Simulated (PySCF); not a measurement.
Compound: p-diethylbenzene, C10H14.
Structure used (PBE0-D3(BJ)/def2-SVP), in Å, numbered top down from 1:
```
atom  x, y, z in Å
C1    -3.7021   -0.6572    0.2641
C2    -2.8633    0.5121   -0.2464
C3    -1.3837    0.2704   -0.1077
C4    -0.6435   -0.3196   -1.1379
C5     0.7147   -0.5879   -0.9864
C6     1.3856   -0.2797    0.2019
C7     2.8651   -0.5179    0.3473
C8     3.7021    0.6673   -0.1284
C9     0.6452    0.3103    1.2321
C10   -0.7128    0.5787    1.0807
H11   -3.5019   -0.8515    1.3290
H12   -4.7788   -0.4573    0.1513
H13   -3.4675   -1.5810   -0.2870
H14   -3.1040    0.7038   -1.3046
H15   -3.1367    1.4277    0.3032
H16   -1.1419   -0.5729   -2.0783
H17    1.2682   -1.0491   -1.8097
H18    3.0986   -0.7334    1.4027
H19    3.1470   -1.4189   -0.2215
H20    4.7790    0.4686   -0.0149
H21    3.4611    1.5758    0.4448
H22    3.5066    0.8879   -1.1891
H23    1.1434    0.5634    2.1726
H24   -1.2662    1.0400    1.9041
```

Method used: TDDFT CAM-B3LYP/def2-SVPD, vertical, gas phase, core orbitals frozen in the response in PySCF.

Computed states:

```json
{"state": "S1", "E (eV)": "5.30", "f": "0.0050"}
{"state": "S2", "E (eV)": "5.94", "f": "0.094"}
{"state": "S3", "E (eV)": "6.77", "f": "0.0003"}
{"state": "S4", "E (eV)": "6.83", "f": "0.909"}
{"state": "S5", "E (eV)": "6.84", "f": "0.360"}
{"state": "S6", "E (eV)": "7.16", "f": "0.0000"}
{"state": "S7", "E (eV)": "7.34", "f": "0.041"}
{"state": "S8", "E (eV)": "7.37", "f": "0.023"}
{"state": "S9", "E (eV)": "7.69", "f": "0.028"}
{"state": "S10", "E (eV)": "7.79", "f": "0.0028"}
```

Each state is given a Gaussian of 0.3 eV full width at half maximum, with ε(max) = 2.175×10⁸ f / Δν̃ (Δν̃ the width in cm⁻¹). The width is an assumption, not a result. The curve ends short of the highest state used, and states not computed would add to its high-energy end.

Problem. Give the broadened spectrum and its maxima.

Solution. 
| E (eV) | ε (L mol⁻¹ cm⁻¹) |
| --- | --- |
| 4.85 | 1 |
| 4.95 | 10 |
| 5.05 | 64 |
| 5.16 | 241 |
| 5.26 | 422 |
| 5.36 | 400 |
| 5.46 | 211 |
| 5.56 | 154 |
| 5.66 | 758 |
| 5.77 | 3455 |
| 5.87 | 7253 |
| 5.97 | 8225 |
| 6.07 | 5036 |
| 6.17 | 1666 |
| 6.27 | 303 |
| 6.38 | 214 |
| 6.48 | 2333 |
| 6.58 | 15286 |
| 6.68 | 54164 |
| 6.78 | 103727 |
| 6.89 | 104150 |
| 6.99 | 54880 |
| 7.09 | 16261 |
| 7.19 | 4927 |

Maxima: 234 nm (5.30 eV), ε about 440, made up of S1 (100%); 209 nm (5.94 eV), ε about 8400, made up of S2 (100%); 181 nm (6.84 eV), ε about 110000, made up of S4 (72%) and S5 (28%) (ε in L mol⁻¹ cm⁻¹; maxima over ε = 5, shares over 10%).

Problem. What would ε be at 6.84 eV, the highest of these maxima, with half the width (0.15 eV)?

Solution. About 227000 L mol⁻¹ cm⁻¹ against 114000, a factor of about 1.99; a lone state at its own centre would give exactly 2.

Problem. Does any computed singlet lie in the visible range?

Solution. No computed singlet lies in the visible range (380 to 750 nm); the lowest, at 234 nm, stands 2.04 eV above its violet end (3.26 eV).

Problem. Coming from long wavelengths, where does ε first pass 100 L mol⁻¹ cm⁻¹?

Solution. At about 244 nm (5.08 eV), 0.22 eV below S1.

All these states lie below the vertical ionisation energy of 8.43 eV (ΔSCF).

One conformer stands for the species.
